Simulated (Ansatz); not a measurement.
Ansatz (a first-principles code) input (CAM-B3LYP/def2-TZVPD):

Ansatz 0.2 input:
```yaml
crystal:
  periodic: [false, false, false]
  atoms:
    - {symbol: Be, position_ang: [-0.00244410, 0.49155060, -0.08914113]}
    - {symbol: F, position_ang: [1.18983741, -0.20123978, -0.52014940]}
    - {symbol: F, position_ang: [-1.18875115, -0.01722715, 0.55976768]}
basis:
  gaussian:
    orbitals: def2-TZVPD
hamiltonian:
  xc: {name: CAM-B3LYP}
total_charge: -1
magnetization: {spin_polarized: true, initial_magnetization: 1}
output: {forces: true}
```

End of the output:

```
177 factors; integrals over basis functions are off by at most 3.5e-5 eV
mean field: 0.33 GiB planned
mean field evaluation 1: about -5839.3198 eV, gradient 1.7e1 eV
mean field evaluation 2: about -5839.4056 eV, gradient 2.1e1 eV
mean field evaluation 4: about -5840.4278 eV, gradient 5.8e-1 eV
mean field evaluation 8: about -5840.4458 eV, gradient 5.9e-2 eV
mean field evaluation 16: about -5840.4458 eV, gradient 5.5e-5 eV
mean field -5840.44580451 eV, -214.6324245193 hartree, gradient 5.3e-5 eV, S^2 0.750452; 0 other end points of the search recorded, 0 dependent functions left out
the calculation of the forces begins
reference -5840.44591046 eV, -214.6324284130 hartree; 12, 11 occupied and 90, 91 virtual orbitals, 551 factors
Total energy: -5840.44591046 eV, -214.6324284130 hartree
Atom 0 at    -0.002444     0.491551    -0.089141 Å, force     0.000119    -0.023952     0.004344 eV/Å
Atom 1 at     1.189837    -0.201240    -0.520149 Å, force    -0.172640     0.025327     0.076182 eV/Å
Atom 2 at    -1.188751    -0.017227     0.559768 Å, force     0.172521    -0.001375    -0.080526 eV/Å
Dipole moment:     0.003733    -0.750749     0.136146 e Å
```
